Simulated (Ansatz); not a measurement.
Born–Oppenheimer molecular dynamics of AlH₅O₂Si (9 atoms, charge 0, multiplicity 1). It starts from a relaxed structure.

Level of theory: Ansatz, RKS PBE/6-31G.

```
ensemble                      : NVE (velocity Verlet)
time step                     : 0.5 fs
steps asked                   : 500
starting velocities drawn for : 2000 K
seed                          : 272373
```

First frame:

```xyz
9
Properties=species:S:1:pos:R:3
Al -0.156 -0.135 0.131
H -0.110 0.617 1.545
O 1.288 -0.789 -0.522
Si 2.550 -1.537 -1.396
H 2.022 -2.659 -2.271
H 3.246 -0.519 -2.279
H 3.565 -2.118 -0.429
O -1.615 -0.317 -0.775
H -2.555 -0.092 -0.715
```

**Question.** How far do the bonds stretch over the last three quarters of this one trajectory? (Pairs bonded in most of those frames.)

**Answer.** 
```
  bond  mean (Å)  spread (Å)  shortest  longest
Al1–H2     1.645       0.126      1.43     1.83
Al1–O3     1.747       0.073      1.61     1.90
Al1–O8     1.749       0.060      1.61     1.86
O3–Si4     1.728       0.076      1.60     1.90
Si4–H5     1.564       0.128      1.35     1.77
Si4–H6     1.535       0.072      1.42     1.64
Si4–H7     1.528       0.029      1.48     1.59
 O8–H9     0.978       0.024      0.93     1.02
```

Mean temperature of the second half: 1121 K. The conserved energy stayed within 0.73 meV per atom of its start (net change 0.43 meV per atom), so the integration is sound. Over the second half the temperature averaged 0.56 of the 2000 K drawn at the start: a run that starts near a minimum puts about half its kinetic energy into the potential. A run of 0.25 ps of so small a system gives no equilibrium averages. Limits of this set-up: no polarisation functions.

Run time: 16 min on 1 thread of Arm Neoverse V2 (shared host), peak memory 0.1 GiB.
